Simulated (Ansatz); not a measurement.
Species, as SMILES: [Cl][Ge] (Cl-Ge), doublet.
Atoms: Ge1, Cl2. Bonds: Ge1-Cl2.

How fast the optimised Ge1-Cl2 bond length converges with the basis for several methods (Ansatz, an electronic-structure program): deviation from each method's own reference, in Å. References: HF 2.1867 Å, the value in pcseg-4; MP2 2.1789 Å, the value in pcseg-4; PBE 2.1929 Å, the value in pcseg-4; PBE0 2.1724 Å, the value in pcseg-4. Cartesian d functions, on some or all atoms, in 3-21G; all else is spherical. In correlated methods cores are frozen (with 3d on Ga to Br). Open shells are unrestricted. No added dispersion term, no relativity. The reference of a correlated method is not its basis-set limit, which lies further on.

```json
[
 {"basis": "pcseg-0", "functions": "35", "HF": "0.1397", "MP2": "0.1528", "PBE": "0.1222", "PBE0": "0.1291"},
 {"basis": "3-21G", "functions": "36", "HF": "0.1064", "MP2": "0.1252", "PBE": "0.0861", "PBE0": "0.0954"},
 {"basis": "pcseg-1", "functions": "45", "HF": "0.0277", "MP2": "0.0314", "PBE": "0.0294", "PBE0": "0.0284"},
 {"basis": "def2-SVP", "functions": "50", "HF": "0.0134", "MP2": "0.0058", "PBE": "0.0120", "PBE0": "0.0142"},
 {"basis": "def2-SVPD", "functions": "65", "HF": "0.0347", "MP2": "0.0423", "PBE": "0.0298", "PBE0": "0.0309"},
 {"basis": "cc-pV(T+d)Z", "functions": "82", "HF": "0.0026", "MP2": "0.0041", "PBE": "0.0023", "PBE0": "0.0026"},
 {"basis": "def2-TZVP", "functions": "85", "HF": "0.0012", "MP2": "0.0032", "PBE": "0.0005", "PBE0": "0.0010"},
 {"basis": "aug-pcseg-2", "functions": "109", "HF": "0.0041", "MP2": "0.0056", "PBE": "0.0035", "PBE0": "0.0034"},
 {"basis": "def2-QZVP", "functions": "145", "HF": "0.0002", "MP2": "0.0008", "PBE": "-0.0001", "PBE0": "0.0002"},
 {"basis": "aug-cc-pV(Q+d)Z", "functions": "182", "HF": "0.0005", "MP2": "0.0028", "PBE": "0.0003", "PBE0": "0.0005"},
 {"basis": "cc-pV(5+d)Z", "functions": "204", "HF": "-0.0001", "MP2": "-0.0002", "PBE": "-0.0005", "PBE0": "-0.0003"},
 {"basis": "pcseg-4", "functions": "216", "HF": "0.0000", "MP2": "0.0000", "PBE": "0.0000", "PBE0": "0.0000"}
]
```

Mean absolute deviation over cc-pV(T+d)Z, def2-TZVP, aug-pcseg-2: PBE 0.0021, PBE0 0.0023, HF 0.0026, MP2 0.0043 Å.
